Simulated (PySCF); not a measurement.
Al(F)(OMe)(NH2) (CH₅AlFNO), SMILES C[O][Al]([NH2])[F].

The structure is a stationary point at r2SCAN-D4/def2-SVP. The structure was generated by enumeration; whether it is a known compound was not checked. One conformer was computed; it need not be the lowest.

Two levels are set side by side: TDA-PBE/def2-SVPD (PySCF) and TDA-ωB97X/def2-SVPD (PySCF). Vertical, same geometry. The lowest singlet is HOMO→LUMO 99 % with PBE and HOMO→LUMO 87 % with the other functional; states are paired by order. Differences are taken from unrounded values.

```csv
quantity,TDA-ωB97X,TDA-PBE,TDA-PBE minus TDA-ωB97X
lowest singlet excitation (eV),6.22,4.90,-1.31
lowest triplet excitation (TDA) (eV),5.96,4.63,-1.32
first bright state (f over 0.05) (eV),6.22,6.86,0.64
its oscillator strength,0.05,0.13,0.07
```

Functionals without exact exchange tend to place singlet excitations lower, as here. Differences between two approximate levels are no errors against the true value.

Rough cost on one machine, each run with all the roots and properties that it gave: TDA-ωB97X against TDA-PBE about 3 times.
